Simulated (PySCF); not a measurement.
Compound: TiPh2(OMe)2, C14H16O2Ti (singlet state).
Cartesian coordinates in Å at the PBE0-D3(BJ)/def2-SVP level; atoms count from 1:
```
atom  x, y, z in Å
Ti1   -0.796   -0.020   -0.614
C2    -0.826    0.167    1.440
C3    -0.665   -0.977    2.241
C4    -0.591   -0.880    3.630
C5    -0.684    0.368    4.246
C6    -0.851    1.516    3.471
C7    -0.921    1.413    2.081
H8    -0.592   -1.966    1.775
H9    -0.462   -1.780    4.238
H10   -0.628    0.447    5.335
H11   -0.925    2.495    3.953
H12   -1.052    2.323    1.487
C13    1.183   -0.146   -1.176
C14    1.950    1.026   -1.289
C15    3.312    0.971   -1.587
C16    3.930   -0.264   -1.783
C17    3.186   -1.440   -1.681
C18    1.825   -1.378   -1.382
H19    1.480    2.004   -1.141
H20    3.894    1.893   -1.668
H21    4.997   -0.310   -2.018
H22    3.671   -2.408   -1.836
H23    1.255   -2.309   -1.306
O24   -1.432    1.482   -1.278
C25   -2.072    2.487   -1.978
H26   -1.344    3.078   -2.560
H27   -2.593    3.171   -1.285
H28   -2.819    2.077   -2.679
O29   -1.539   -1.569   -0.998
C30   -2.339   -2.641   -1.345
H31   -2.457   -3.329   -0.490
H32   -1.891   -3.206   -2.181
H33   -3.345   -2.308   -1.656
```

Theory: PBE0-D3(BJ)/def2-SVP geometry optimisation, gas phase (PySCF).

Q: Which atoms are bound to Ti1, and at what distances?

A: 4 atoms: O29 1.760 Å, O24 1.761 Å, C13 2.062 Å, C2 2.063 Å. The nearest atom not counted as bound is C3, at 3.01 Å (others tie with it).

Q: List the angles at Ti1.

A: 
```csv
angle,degrees,distance of the outer atoms (Å)
O24–Ti1–O29,121.1,3.07
C13–Ti1–O24,107.2,3.08
C2–Ti1–O24,107.0,3.08
C13–Ti1–O29,107.0,3.08
C2–Ti1–C13,106.9,3.31
C2–Ti1–O29,106.9,3.08
```

Q: What is the shape at Ti1?

A: Distorted tetrahedral: angles from 106.9° to 121.1°; τ4 = (360° − α − β)/141° = 0.93 with α and β the two widest (0 for a square, 1 for a tetrahedron).

Q: What are the other bond lengths?

A: C2–C3 and 3 like bonds 1.405 Å; C3–C4 and 3 like bonds 1.395 Å; C4–C5 and 3 like bonds 1.395 Å; O24–C25, O29–C30 1.382 Å. (A selection.)

Q: Give some angles away from the centre.

A: Ti1–C2–C3 119.5°, Ti1–C2–C7 122.4°, C3–C2–C7 118.0°, C2–C3–C4 121.2°, C3–C4–C5 119.9°, C4–C5–C6 120.0°, Ti1–O24–C25 168.1°, Ti1–O29–C30 169.0°.

Q: What are the rotational constants (commonest isotopes, rigid rotor)?

A: A = 444.2, B = 290.0, C = 258.2 MHz: an asymmetric top.

Point group: near C2, missed by 0.27 Å at most; the miss may be what the optimiser left on a soft mode. Charge 0, singlet. No PBE0-D3(BJ)/def2-SVP frequencies stand behind this structure, so it isn't proved a minimum.
